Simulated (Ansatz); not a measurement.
Reaction (ligand exchange at a B–C bond): `N#CBCl` + `O[SiH3]` → `[SiH3]OBCl` + `C#N`

Gas-phase electronic energies from Ansatz, PBE0-D4/def2-TZVP geometries. CCSD(T)/CBS is the MP2 limit (def2-TZVPP, def2-QZVPP) plus CCSD(T) − MP2 in def2-TZVPP, frozen cores. This one scheme is used for every species. Functionals use def2-TZVPP. B3LYP here is the variant with VWN-RPA as its local correlation; programs differ in this. HSE06 is defined as in plane-wave codes. One conformer a species, not always the lowest.

`N#CBCl`:

Cartesian coordinates in Å:
```
N 1.558 -0.436 -1.388
C 0.699 -0.180 -0.663
B -0.456 0.179 0.271
Cl -0.458 -0.437 1.881
H -1.343 0.874 -0.102
```

`O[SiH3]`:

Cartesian coordinates in Å:
```
O -0.555 -1.067 -0.442
Si 0.018 0.330 0.217
H 0.011 -1.537 -1.056
H 1.262 0.099 1.001
H -1.054 0.827 1.109
H 0.318 1.348 -0.828
```

`[SiH3]OBCl`:

```xyz
8

Si    0.942   -0.650    0.392
O     0.220    0.482   -0.599
B    -1.029    0.946   -0.684
Cl   -2.292    0.340    0.399
H     0.295   -1.969    0.197
H     2.360   -0.702   -0.026
H     0.832   -0.221    1.805
H    -1.329    1.774   -1.485
```

`C#N`:

Z-matrix (Å, degrees):
```
C
N 1 1.146
H 1 1.069 2 180.0
```

```
             level  ΔE (kcal/mol)  difference from CCSD(T)/CBS
           PBE0-D4          -23.6                          1.5
          B3LYP-D4          -24.7                          0.4
           ωB97M-V          -25.2                         -0.1
            B2PLYP          -24.2                          0.9
           r2SCAN0          -24.5                          0.6
             HSE06          -22.9                          2.2
             BHLYP          -24.9                          0.2
      MP2/def2-SVP          -28.3                         -3.2
    MP2/def2-TZVPP          -24.6                          0.5
CCSD(T)/def2-TZVPP          -24.9                          0.2
       CCSD(T)/CBS          -25.1                            0
```

Largest T1 diagnostic among the species: 0.014.

The D4 term adds −1.2 kcal/mol with B3LYP and −0.6 kcal/mol with PBE0; it sums over pairs of atoms, weighted by their polarisabilities, and B3LYP, whose exchange is more repulsive, gets the larger term. From PBE to PBE0 (25 % exact exchange), in def2-TZVPP and without D4, ΔE moves by −1.1 kcal/mol. At CCSD(T), def2-SVP lies −3.3 kcal/mol from the extrapolated value and def2-TZVPP +0.2 kcal/mol.
